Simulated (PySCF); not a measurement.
ClFGaHO, SMILES [Cl][Ga]([OH])[F].

Geometry: ωB97X-D3(BJ)/def2-SVP. One conformer was computed; it need not be the lowest.

Calculation: TDDFT-M06-2X/def2-SVPD in PySCF.

Vertical excitations.  State labels are in the subgroup Cs.

Computed excitation energies, oscillator strengths and character:
```json
[
 {"state": "S1", "symmetry": "A\"", "energy (eV)": "6.70", "λ (nm)": "185", "f": "0.000", "main pairs": "HOMO−1→LUMO 80 %"},
 {"state": "S2", "symmetry": "A'", "energy (eV)": "6.86", "λ (nm)": "181", "f": "0.029", "main pairs": "HOMO→LUMO 89 %"},
 {"state": "S3", "symmetry": "A\"", "energy (eV)": "7.25", "λ (nm)": "171", "f": "0.054", "main pairs": "HOMO−2→LUMO 78 %"},
 {"state": "S4", "symmetry": "A'", "energy (eV)": "7.57", "λ (nm)": "164", "f": "0.017", "main pairs": "HOMO−3→LUMO 60 %, HOMO−1→LUMO+1 25 %"},
 {"state": "S5", "symmetry": "A\"", "energy (eV)": "7.61", "λ (nm)": "163", "f": "0.000", "main pairs": "HOMO→LUMO+1 97 %"},
 {"state": "S6", "symmetry": "A'", "energy (eV)": "8.06", "λ (nm)": "154", "f": "0.035", "main pairs": "HOMO−1→LUMO+1 54 %, HOMO−4→LUMO 19 %, HOMO−2→LUMO+1 12 %, HOMO−3→LUMO 10 %"},
 {"state": "S7", "symmetry": "A\"", "energy (eV)": "8.34", "λ (nm)": "149", "f": "0.001", "main pairs": "HOMO−3→LUMO+1 96 %"},
 {"state": "S8", "symmetry": "A'", "energy (eV)": "8.59", "λ (nm)": "144", "f": "0.258", "main pairs": "HOMO−2→LUMO+1 31 %, HOMO−4→LUMO 20 %, HOMO−3→LUMO 17 %, HOMO−6→LUMO 12 %"},
 {"state": "S9", "symmetry": "A'", "energy (eV)": "8.93", "λ (nm)": "139", "f": "0.117", "main pairs": "HOMO−2→LUMO+1 39 %, HOMO−4→LUMO 25 %, HOMO−6→LUMO 20 %"},
 {"state": "S10", "symmetry": "A\"", "energy (eV)": "8.95", "λ (nm)": "139", "f": "0.045", "main pairs": "HOMO−5→LUMO 69 %"},
 {"state": "T1", "symmetry": "A\"", "energy (eV)": "6.37", "λ (nm)": "195", "f": "0", "main pairs": "HOMO−1→LUMO 71 %, HOMO−2→LUMO 16 %"},
 {"state": "T2", "symmetry": "A'", "energy (eV)": "6.50", "λ (nm)": "191", "f": "0", "main pairs": "HOMO→LUMO 85 %"},
 {"state": "T3", "symmetry": "A\"", "energy (eV)": "6.84", "λ (nm)": "181", "f": "0", "main pairs": "HOMO−2→LUMO 68 %, HOMO−1→LUMO 16 %"},
 {"state": "T4", "symmetry": "A'", "energy (eV)": "7.01", "λ (nm)": "177", "f": "0", "main pairs": "HOMO−3→LUMO 68 %, HOMO−1→LUMO+1 15 %"}
]
```
Triplets are in the Tamm–Dancoff approximation, which puts them higher than full response would, so one can lie above its singlet here.
